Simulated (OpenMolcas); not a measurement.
Mn4+, Tc4+, Re4+: d³ down the group

- Program: OpenMolcas
- Method: CASSCF
- Basis: ANO-RCC-VTZP
- Scalar Hamiltonian: DKH2, point nucleus
- Spin-orbit coupling: RASSI with atomic mean-field integrals over the reference wave functions, term energies averaged over their components

Active space for each ion: 3 electrons in 5 orbitals (d).

Computed levels in cm-1 above ⁴F_3/2:

```csv
Level,Mn4+,Tc4+,Re4+
⁴F_5/2,371,1036,4570
⁴F_7/2,877,2345,8860
⁴F_9/2,1504,3835,12323
⁴P_1/2,20470,14820,17051
⁴P_3/2,20621,14875,15279
²G_7/2,20933,16276,21252
⁴P_5/2,21064,16446,23123
²G_9/2,21447,17148,32752
²P_1/2,27591,21175,27937
weight of ⁴F in the lowest level (%),100,99,89
```

Mixed levels, with the weight of the term that names them: Re4+ ⁴P_3/2 (54 %), Re4+ ²G_9/2 (55 %).

Measured, with the error of the calculation in %. Measured levels: Mn4+ from Corliss and Sugar, J. Phys. Chem. Ref. Data 6, 1253 (1977); Re4+ from the list in Brasseur, Gamrath and Quinet, At. Data Nucl. Data Tables 157, 101636 (2024).

```
 Level           Mn4+           Re4+
⁴F_5/2     359 (+3.4)    4853 (-5.8)
⁴F_7/2     835 (+5.0)    8973 (-1.3)
⁴F_9/2    1412 (+6.5)   11914 (+3.4)
⁴P_1/2  16434 (+24.6)  14325 (+19.0)
⁴P_3/2  16595 (+24.3)               
²G_7/2  17892 (+17.0)  19013 (+11.8)
⁴P_5/2  17049 (+23.6)  20922 (+10.5)
²G_9/2  18399 (+16.6)   30366 (+7.9)
²P_1/2  23082 (+19.5)  23669 (+18.0)
```

The fine-structure level ⁴F_9/2 changes by a factor of 8.19 from Mn4+ to Re4+.

Without spin-orbit coupling ⁴P lies 19982, 13615, 12687 cm-1 above ⁴F in that order; the difference to the level ⁴P_1/2, of either sign, comes from spin-orbit coupling, which also lowers the zero.

Without dynamic correlation excited terms often stand tens of per cent too high (terms of higher spin than the ground term too low), and those without a measured partner can miss by more than the paired ones. Measured partners are found by configuration, term and J. A level has none where our copy of the source lacks it or the pairing is in doubt (some pairs that miss far off the trend of their configuration count as doubtful), and it then counts in no deviation. Only configurations of the active space appear.
